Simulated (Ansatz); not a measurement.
Total energies of CH8ClNSi2, SMILES `[SiH3]NC[SiH2]Cl`.

Z-matrix (Å, degrees):
```
Si
N 1 1.721
H 1 1.494 2 114.4
H 1 1.487 2 108.4 3 119.4
H 1 1.485 2 107.2 3 -120.7
C 2 1.456 1 123.3 3 -65.3
H 2 1.008 1 118.3 3 89.4
Si 6 1.875 2 106.6 1 -138.7
H 6 1.095 2 109.4 1 -21.9
H 6 1.098 2 113.8 1 96.7
Cl 8 2.062 6 111.3 2 -172.9
H 8 1.485 6 109.1 2 -53.9
H 8 1.481 6 110.4 2 67.0
```

Charge 0, multiplicity 1. Geometry: relaxed with PBE0-D4/def2-TZVP. It is one conformer, not always the lowest. Basis def2-TZVPP, the Gaussian-basis code of Ansatz.

RPA on PBE orbitals: Hartree–Fock energy of these orbitals -1134.41336 Eh, correlation -1.43691 Eh (frozen core).

| functional | energy without D4 (Eh) | D4 term (kJ/mol) |
| --- | --- | --- |
| PBE | -1136.36048 | -30.7 |
| revPBE | -1136.74198 | -89.6 |
| r2SCAN | -1136.84401 | -7.8 |
| B97M-V | -1136.70999 | – |
| PBE0 | -1136.47261 | -26.2 |
| B3LYP | -1137.05071 | -49.4 |
| r2SCAN0 | -1136.82558 | -9.2 |
| HSE06 (plane-wave form) | -1136.44584 | -24.5 |
| BHLYP | -1136.93080 | -38.4 |
| CAM-B3LYP | -1136.96457 | -26.8 |
| LC-ωPBE | -1136.62479 | – |
| ωB97M-V | -1136.86684 | – |
| B2PLYP | -1136.52959 | – |
| PBE-QIDH | -1136.21075 | – |

**Question.** Give the same for LDA (SPW92), BLYP, r2SCANh, ωB97X-V. (Estimate.)

**Answer.** The calculation gave: 
```
 functional  energy without D4 (Eh)  D4 term (kJ/mol)
LDA (SPW92)             -1132.30938                 –
       BLYP             -1136.92144             -66.7
    r2SCANh             -1136.83616              -8.4
    ωB97X-V             -1136.80119                 –
```

B3LYP takes the VWN-RPA correlation (the form of Gaussian; ORCA's B3LYP/G). HSE06 is the plane-wave form, built on full-range PBE exchange. The double hybrids freeze the cores in their second-order part.

LC-ωPBE has ω = 0.4 bohr⁻¹.
